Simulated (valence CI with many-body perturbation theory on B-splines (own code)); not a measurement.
**Gd⁵⁸⁺: E2, E3, M1, M2 decay**

Method: configuration interaction combined with many-body perturbation theory (CI+MBPT): four valence electrons over a frozen Dirac-Fock core [He], a basis of 11 s, 11 p, 9 d, 7 f, 5 g, 2 h, 1 i functions for each j, with the one-electron correlation potential Σ1 (screened to all orders), the two-electron term Σ2, the three-electron term Σ3, Breit, model QED; selected single and double excitations, second order for the rest (own B-spline code, finite nucleus).

No measured spectrum was set against this ion. As an estimate, large intervals hold to a few tenths of a per cent, small ones and those within an open d or f shell to about a per cent. Among the levels kept, up to 270 cm⁻¹ of a level comes from second order outside the variational space, and about a tenth of that is noise between levels of different J, which matters for small intervals.

Lines 1 to 50 of 56 in falling wavelength, among levels below 71338 × 10³ cm⁻¹, chosen from the decays that carry over 1 % of a level's rate. Wavelengths and rates use the calculated energies. Electric multipoles are in the length gauge, E1 and E2 with the static RPA response of the core. Weak lines are less certain than strong ones. Lines between different terms over intervals too small for the method are left out, as are lines whose strength nearly cancels. The highest levels of a list are the least certain.

Levels are named by their leading jj configuration (3d3/2^4 stands for four electrons in 3d with j = 3/2), which in mixed levels can hold well under half, so a name can repeat and another be missing. Letters in brackets count levels of one name in rising energy.

```csv
λ vac (Å),Upper,Lower,Type,A (s⁻¹),Branch %
17.14,(2s^2 2p1/2 2p3/2) J=1,(2s^2 2p1/2^2) J=0,M1,2.39e+09,100.0
16.78,(2s^2 2p3/2 3d5/2) J=4,(2s^2 2p1/2 3d5/2) J=3,M1,1.90e+09,2.1
16.75,(2s^2 2p3/2^2) J=2,(2s^2 2p1/2 2p3/2) J=2,M1,1.91e+09,18.5
16.74,(2s^2 2p1/2 2p3/2) J=2,(2s^2 2p1/2^2) J=0,E2,6.71e+06,99.8
16.36,(2s^2 2p3/2^2) J=2,(2s^2 2p1/2 2p3/2) J=1,M1,1.91e+09,18.5
15.33,(2s^2 2p3/2^2) J=0,(2s^2 2p1/2 2p3/2) J=1,M1,4.47e+09,36.3
1.840,(2s^2 2p3/2 3p1/2) J=2,(2s^2 2p3/2^2) J=0,E2,2.21e+11,6.2
1.836,(2s^2 2p1/2 3p1/2) J=1,(2s^2 2p1/2 2p3/2) J=2,E2,6.04e+11,38.0
1.835,(2s 2p1/2^2 3p1/2) J=0,(2s 2p1/2^2 2p3/2) J=2,E2,1.18e+12,30.6
1.831,(2s^2 2p1/2 3p1/2) J=1,(2s^2 2p1/2 2p3/2) J=1,E2,5.99e+11,37.6
1.827,(2s^2 2p3/2 3p1/2) J=1,(2s^2 2p3/2^2) J=2,E2,6.16e+11,14.0
1.827,(2s^2 2p3/2 3p1/2) J=2,(2s^2 2p3/2^2) J=2,E2,8.33e+11,23.5
1.825,(2s^2 2p1/2 3p1/2) J=0,(2s^2 2p1/2 2p3/2) J=2,E2,1.17e+12,32.0
1.819,(2s^2 2p3/2 3d5/2) J=4,(2s 2p1/2 2p3/2^2) J=2 [b],E2,1.36e+09,1.5
1.802,(2s 2p1/2 2p3/2 3p3/2) J=4,(2s 2p1/2 2p3/2^2) J=2 [b],E2,3.84e+10,2.7
1.799,(2s^2 2p3/2 3d5/2) J=4,(2s 2p1/2 2p3/2^2) J=3,E2,7.88e+09,8.6
1.781,(2s 2p1/2 2p3/2 3p3/2) J=4,(2s 2p1/2 2p3/2^2) J=3,E2,3.54e+11,25.1
1.781,(2s 2p1/2 2p3/2 3p3/2) J=0 [b],(2s 2p1/2 2p3/2^2) J=2 [b],E2,6.29e+11,7.5
1.779,(2s^2 2p3/2 3p3/2) J=2,(2s^2 2p3/2^2) J=0,E2,2.38e+11,2.2
1.779,(2s 2p1/2 2p3/2 3p3/2) J=1 [d],(2s 2p1/2 2p3/2^2) J=2 [b],E2,3.66e+11,2.2
1.776,(2s 2p1/2 2p3/2 3p3/2) J=1 [d],(2s 2p1/2 2p3/2^2) J=1 [a],E2,3.17e+11,1.9
1.775,(2s 2p1/2^2 3p3/2) J=2,(2s 2p1/2^2 2p3/2) J=2,E2,4.08e+11,2.6
1.774,(2s^2 2p1/2 3p3/2) J=2,(2s^2 2p1/2 2p3/2) J=2,E2,4.09e+11,17.4
1.774,(2s^2 2p1/2 3p3/2) J=1,(2s^2 2p1/2 2p3/2) J=2,E2,2.93e+11,5.9
1.773,(2s^2 2p3/2 3p3/2) J=3,(2s^2 2p3/2^2) J=2,E2,4.53e+11,6.2
1.773,(2s^2 2p3/2 3p3/2) J=1,(2s^2 2p3/2^2) J=2,E2,4.29e+11,1.6
1.771,(2s 2p1/2 2p3/2 3p3/2) J=4,(2s 2p1/2 2p3/2^2) J=2 [a],E2,2.30e+10,1.6
1.770,(2s^2 2p1/2 3p3/2) J=2,(2s^2 2p1/2 2p3/2) J=1,E2,1.80e+11,7.7
1.769,(2s^2 2p1/2 3p3/2) J=1,(2s^2 2p1/2 2p3/2) J=1,E2,2.84e+11,5.7
1.761,(2s^2 2p3/2 3p3/2) J=0,(2s^2 2p3/2^2) J=2,E2,1.19e+12,10.5
1.759,(2s 2p1/2 2p3/2 3p3/2) J=1 [d],(2s 2p1/2 2p3/2^2) J=3,E2,2.20e+11,1.3
1.751,(2s 2p1/2 2p3/2 3p3/2) J=0 [b],(2s 2p1/2 2p3/2^2) J=2 [a],E2,1.66e+11,2.0
1.751,(2s 2p1/2 2p3/2 3d5/2) J=5,(2s 2p1/2 2p3/2^2) J=3,M2,2.39e+10,45.5
1.751,(2s 2p1/2 2p3/2 3d5/2) J=5,(2s 2p1/2 2p3/2^2) J=3,E3,1.25e+09,2.4
1.742,(2s^2 2p3/2 3d5/2) J=4,(2s^2 2p3/2^2) J=2,M2,2.29e+10,24.9
1.742,(2s^2 2p3/2 3d5/2) J=4,(2s^2 2p3/2^2) J=2,E3,1.65e+09,1.8
1.624,(2s^2 2p3/2 3d5/2) J=4,(2s 2p1/2^2 2p3/2) J=2,E2,6.12e+09,6.7
1.610,(2s 2p1/2 2p3/2 3p3/2) J=4,(2s 2p1/2^2 2p3/2) J=2,E2,6.37e+11,45.3
1.607,(2s 2p1/2 2p3/2 3p3/2) J=1 [d],(2s 2p1/2^2 2p3/2) J=1,E2,3.68e+11,2.2
1.604,(2s^2 2p1/2 3p3/2) J=2,(2s^2 2p1/2^2) J=0,E2,5.68e+11,24.2
1.603,(2s^2 2p3/2 3p3/2) J=3,(2s^2 2p1/2 2p3/2) J=2,E2,2.95e+11,4.1
1.603,(2s^2 2p3/2 3p3/2) J=1,(2s^2 2p1/2 2p3/2) J=2,E2,5.65e+11,2.2
1.600,(2s^2 2p3/2 3p3/2) J=3,(2s^2 2p1/2 2p3/2) J=1,E2,4.18e+11,5.7
1.598,(2s^2 2p3/2 3p3/2) J=2,(2s^2 2p1/2 2p3/2) J=2,E2,4.76e+11,4.4
1.594,(2s^2 2p3/2 3p3/2) J=2,(2s^2 2p1/2 2p3/2) J=1,E2,2.10e+11,1.9
1.593,(2s^2 2p3/2 3p3/2) J=0,(2s^2 2p1/2 2p3/2) J=2,E2,6.68e+11,5.9
1.585,(2s 2p1/2 2p3/2 3d5/2) J=5,(2s 2p1/2^2 2p3/2) J=2,E3,3.13e+09,6.0
1.578,(2s^2 2p3/2 3d5/2) J=4,(2s^2 2p1/2 2p3/2) J=2,M2,1.12e+10,12.2
1.578,(2s^2 2p3/2 3d5/2) J=4,(2s^2 2p1/2 2p3/2) J=2,E3,1.28e+09,1.4
1.575,(2s^2 2p3/2 3d5/2) J=4,(2s^2 2p1/2 2p3/2) J=1,E3,2.19e+09,2.4
```
